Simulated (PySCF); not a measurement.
# TDDFT excited states: C8H9F3

C8H9F3.
Z-matrix (Å and degrees, PBE0-D3(BJ)/def2-SVP geometry), rows numbered from 1:
```
F 
C   1  1.3095
F   2  1.3134  1  111.61
C   2  1.3344  1  123.87  3   179.87
F   4  1.3418  2  116.77  1     0.29
C   4  1.4737  2  128.67  1  -179.83
C   6  1.5349  4  120.68  2     1.03
C   7  1.5518  6   98.97  4   179.82
C   8  1.5321  7   99.55  6     0.03
C   9  1.5422  8  101.92  7    44.28
C   9  1.5421  8  101.89  7   -44.32
H   7  1.0994  6  112.00  4   -60.72
H   7  1.0995  6  111.95  4    60.37
H   8  1.1004  7  112.55  6  -118.98
H   8  1.1005  7  112.52  6   119.01
H   9  1.0980  8  117.55  7  -179.99
H  10  1.0989  6  111.82  4   -45.32
H  10  1.1021  6  117.52  4    84.08
H  11  1.1021  6  117.50  4   -83.89
H  11  1.0989  6  111.81  4    45.46
```

Computed with TDDFT CAM-B3LYP/def2-SVPD, vertical, gas phase, core orbitals frozen in the response (PySCF).

| state | E (eV) | E (hartree) | f | main configurations (H = HOMO, L = LUMO) |
| --- | --- | --- | --- | --- |
| S1 | 6.53 | 0.2400 | 0.017 | H→L (68%), H→L+2 (18%) |
| S2 | 7.04 | 0.2588 | 0.0008 | H→L+3 (45%), H→L+6 (18%), H→L+9 (8%) |
| S3 | 7.33 | 0.2692 | 0.472 | H→L+1 (94%) |
| S4 | 7.71 | 0.2835 | 0.0091 | H→L+2 (57%), H→L (23%), H→L+5 (10%) |
| S5 | 8.23 | 0.3024 | 0.0000 | H→L+5 (51%), H→L+9 (19%), H→L+3 (10%) |
| S6 | 8.29 | 0.3045 | 0.072 | H→L+4 (85%), H→L+10 (9%) |
| S7 | 8.51 | 0.3129 | 0.0001 | H→L+3 (32%), H→L+5 (21%), H→L+6 (12%) |
| S8 | 8.73 | 0.3207 | 0.019 | H-1→L (56%), H-1→L+2 (24%), H-2→L+1 (11%) |
| S9 | 8.76 | 0.3219 | 0.011 | H-2→L+1 (78%) |
| S10 | 8.85 | 0.3251 | 0.025 | H→L+7 (84%) |

Triplets (Tamm–Dancoff): T1 4.35 eV, H→L+1 (71%), H→L+4 (22%); T2 6.23 eV, H→L (52%), H→L+2 (14%), H→L+3 (10%); T3 6.65 eV, H→L+3 (30%), H→L (14%), H→L+6 (14%); T4 7.63 eV, H→L+2 (46%), H→L (27%), H→L+5 (14%).

The lowest singlet comes at 190 nm (630 kJ/mol) in the vacuum ultraviolet; it is weak; its leading configuration is HOMO→LUMO (68%). The most intense listed level is S3 at 7.33 eV (169 nm, f = 0.472), 0.80 eV above S1. Löwdin shares by element: HOMO carbon 53% or more, fluorine 20% or more (atoms not listed hold the other 27%); LUMO carbon 41% or more (atoms not listed hold the other 59%). Orbital energies (eV): HOMO-3 -10.77, HOMO-2 -10.58, HOMO-1 -10.41, HOMO -8.46, LUMO 1.10, LUMO+1 1.46, LUMO+2 1.54. Of the 10 states listed, 6 reach f = 0.01 and 2 stay under 0.0005. The oscillator strengths of these states sum to 0.627; summed over the whole spectrum of an exact calculation they would give the number of electrons, 84 (Thomas–Reiche–Kuhn). No computed singlet lies in the visible range (380 to 750 nm); the lowest, at 190 nm, stands 3.27 eV above its violet end (3.26 eV). Only the lowest 10 singlets were computed, as vertical energies without vibronic structure.

One conformer stands for the species.
